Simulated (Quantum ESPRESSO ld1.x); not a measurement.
Values are calculated unless marked as measured or tabulated.
Ce XL, configuration [Ar] 3d1. Level of theory: scalar-relativistic Kohn-Sham, LDA (Slater exchange, Perdew-Wang correlation), spin-polarised, spherical densities, point nucleus; open shells are filled with parallel spins first (ld1.x of Quantum ESPRESSO 7.5).

Unscreened Slater integrals over Kohn-Sham orbitals (hartree). They are taken over the spin-up orbitals. Empty in this configuration: 4p, 4s.

F0(4p,4p): 1.8130
F2(4p,4p): 0.93553
F0(4p,4s): 1.8143
G1(4p,4s): 1.2153
F0(4p,3d): 2.2873
F2(4p,3d): 0.68540
G1(4p,3d): 0.22018
G3(4p,3d): 0.22553
F0(4p,3p): 2.2378
F2(4p,3p): 0.73778
G0(4p,3p): 0.20000
G2(4p,3p): 0.24144
F0(4s,4s): 1.8171
F0(4s,3d): 2.2800
G2(4s,3d): 0.21686
F0(4s,3p): 2.2315
G1(4s,3p): 0.23480
F0(3d,3d): 4.0549
F2(3d,3d): 2.0968
F4(3d,3d): 1.3566
F0(3d,3p): 3.7490
F2(3d,3p): 1.8014
G1(3d,3p): 1.9079
G3(3d,3p): 1.2815
F0(3p,3p): 3.5712
F2(3p,3p): 1.7931

Derived for the open shells (J is the average intra-shell exchange parameter used in DFT+U). 3d: Racah B = F2/49 - 5 F4/441 = 0.02741 hartree, C = 35 F4/441 = 0.1077 hartree, C/B = 3.93, F4/F2 = 0.647, J = (F2 + F4)/14 = 0.2467 hartree.
